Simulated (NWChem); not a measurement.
# SiH$_{3}$OBr; SMILES O[SiH2]Br

```xyz
6

Si    -0.5115    -1.0678    -0.0176
O      0.8179    -2.0452    -0.1050
Br     0.0583     1.0899    -0.0340
H     -1.3164    -1.3486    -1.2287
H     -1.2823    -1.2741     1.2402
H      1.4637    -1.9888     0.6060
```
Atoms are numbered in this order, from 1.

Results from NWChem. Pople sets run with spherical d functions. Geometry: optimised at PBE0/def2-SVP. Vzz is the largest principal value of the second derivative of the potential at the nucleus (NWChem prints the opposite sign); η is the asymmetry. Non-relativistic.

| level | Vzz O2 (a.u.) | η O2 | Vzz Br3 (a.u.) | η Br3 |
|---|---|---|---|---|
| PBE0/cc-pVTZ | 1.360 | 0.60 | ___ | 0.11 |
| PBE0/def2-TZVP | 1.363 | 0.59 | 4.005 | 0.11 |
| PBE/def2-SVP | 1.377 | 0.59 | 4.024 | 0.13 |
| PBE/6-31G* | 1.313 | 0.61 | 3.816 | 0.13 |

**Question.** Complete the blanks.

**Answer.** 
- PBE0/cc-pVTZ, Vzz Br3 (a.u.): 3.873
